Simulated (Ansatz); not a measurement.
Compare A (`O[Si](F)(Cl)CS`) with its isomer B (`OC(F)(S)[SiH2]Cl`).

Isolated molecules relaxed with PBE0-D4/def2-TZVP in Ansatz; ΔE leaves out vibrations. CCSD(T)/CBS is the MP2 limit (def2-TZVPP, def2-QZVPP) plus CCSD(T) − MP2 in def2-TZVPP, frozen cores. Functionals use def2-TZVPP. B3LYP here is the variant with VWN-RPA as its local correlation; programs differ in this. One conformer a species, not always the lowest.

A:

Z-matrix (Å, degrees):
```
Si
F 1 1.590
Cl 1 2.038 2 106.1
O 1 1.623 2 110.1 3 -119.9
C 1 1.847 2 109.1 3 121.5
H 4 0.958 1 119.6 2 77.7
S 5 1.813 1 112.7 2 176.7
H 5 1.093 1 108.8 2 -66.0
H 5 1.093 1 110.6 2 51.6
H 7 1.343 5 96.8 1 -50.2
```

B:

```xyz
10

O     1.155    0.743   -0.738
C     0.143   -0.177   -0.576
F    -0.755   -0.041   -1.629
S     0.863   -1.833   -0.582
Si   -0.814    0.065    1.067
Cl   -1.461    2.018    1.019
H     0.775    1.628   -0.653
H     1.962   -1.468   -1.265
H     0.109   -0.090    2.208
H    -1.977   -0.844    1.149
```

**Question.** Which is lower in electronic energy at CCSD(T)/CBS, and by how much? (Best estimate.)

**Answer.** Ansatz gave: A, by 425.8 kJ/mol.

**Question.** Give E(B) − E(A) in kJ/mol with PBE0-D4, r2SCAN-D4, B3LYP-D4, CCSD/def2-TZVPP, ωB97M-V, MP2/def2-TZVPP, PBE-D4. (Best estimate.)

**Answer.** Computed: PBE0-D4 404.1, r2SCAN-D4 411.5, B3LYP-D4 410.1, CCSD/def2-TZVPP 426.3, ωB97M-V 414.2, MP2/def2-TZVPP 437.1, PBE-D4 384.8. None reverses the order clearly.

Largest T1 diagnostic: 0.012.

From PBE to PBE0 (25 % exact exchange), in def2-TZVPP and without D4, E(B) − E(A) moves by +19.4 kJ/mol.
